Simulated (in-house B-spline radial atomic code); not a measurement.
## Au III (Au2+): [Xe] 4f14 5d9

All numbers are computed (Dirac-Kohn-Sham B97-1, spherical fractional occupations; Fermi nucleus of rms radius 5.4371 fm) with a radial B-spline atomic code at the basis-set limit, not measured.

Z_r = [3n² - l(l+1)]/(2<r>); Z_e = n√(-2ε); the last column is Slater's effective charge. Values are occupation-weighted means over j. An effective charge above Z reflects the relativistic contraction of the inner shells.

```json
{"shell": "1s", "electrons": "2", "ε (eV)": "-80762", "<r> (bohr)": "0.01687", "Z_r": "88.91", "Z_e": "77.04", "Slater": "78.70"}
{"shell": "2s", "electrons": "2", "ε (eV)": "-14291", "<r> (bohr)": "0.07046", "Z_r": "85.15", "Z_e": "64.82", "Slater": "74.85"}
{"shell": "2p", "electrons": "6", "ε (eV)": "-12478", "<r> (bohr)": "0.0637", "Z_r": "78.50", "Z_e": "60.57", "Slater": "74.85"}
{"shell": "3s", "electrons": "2", "ε (eV)": "-3403.8", "<r> (bohr)": "0.1833", "Z_r": "73.66", "Z_e": "47.45", "Slater": "67.75"}
{"shell": "3p", "electrons": "6", "ε (eV)": "-2867.8", "<r> (bohr)": "0.184", "Z_r": "67.92", "Z_e": "43.56", "Slater": "67.75"}
{"shell": "3d", "electrons": "10", "ε (eV)": "-2240.4", "<r> (bohr)": "0.1677", "Z_r": "62.60", "Z_e": "38.50", "Slater": "57.85"}
{"shell": "4s", "electrons": "2", "ε (eV)": "-762.99", "<r> (bohr)": "0.407", "Z_r": "58.97", "Z_e": "29.95", "Slater": "51.25"}
{"shell": "4p", "electrons": "6", "ε (eV)": "-584.51", "<r> (bohr)": "0.432", "Z_r": "53.24", "Z_e": "26.22", "Slater": "51.25"}
{"shell": "4d", "electrons": "10", "ε (eV)": "-355.41", "<r> (bohr)": "0.4585", "Z_r": "45.80", "Z_e": "20.44", "Slater": "39.85"}
{"shell": "5s", "electrons": "2", "ε (eV)": "-134.11", "<r> (bohr)": "0.93", "Z_r": "40.32", "Z_e": "15.70", "Slater": "21.35"}
{"shell": "4f", "electrons": "14", "ε (eV)": "-107.5", "<r> (bohr)": "0.4984", "Z_r": "36.12", "Z_e": "11.24", "Slater": "28.45"}
{"shell": "5p", "electrons": "6", "ε (eV)": "-85.676", "<r> (bohr)": "1.068", "Z_r": "34.19", "Z_e": "12.55", "Slater": "21.35"}
{"shell": "5d", "electrons": "9", "ε (eV)": "-28.522", "<r> (bohr)": "1.494", "Z_r": "23.10", "Z_e": "7.24", "Slater": "8.20"}
```

The least bound orbital is 5d5/2 at -27.83 eV, and it is also the most diffuse (<r> = 1.515 bohr).

Spin-orbit splittings of the orbital energies (j = l + 1/2 above j = l - 1/2 when positive): 2p 1836 eV, 3p 406.2 eV, 3d 87.17 eV, 4p 97.82 eV, 4d 18.28 eV, 4f 3.86 eV, 5p 16.79 eV, 5d 1.733 eV.

For the 1s electron the small component carries 9 % of the norm, the zero-frequency Breit interaction raises the level by 302.9 eV, self-energy by 193.8 eV, and vacuum polarisation lowers it by 39.52 eV.

Caution: exact exchange at fractional occupations of open shells leaves self-interaction of up to several eV.
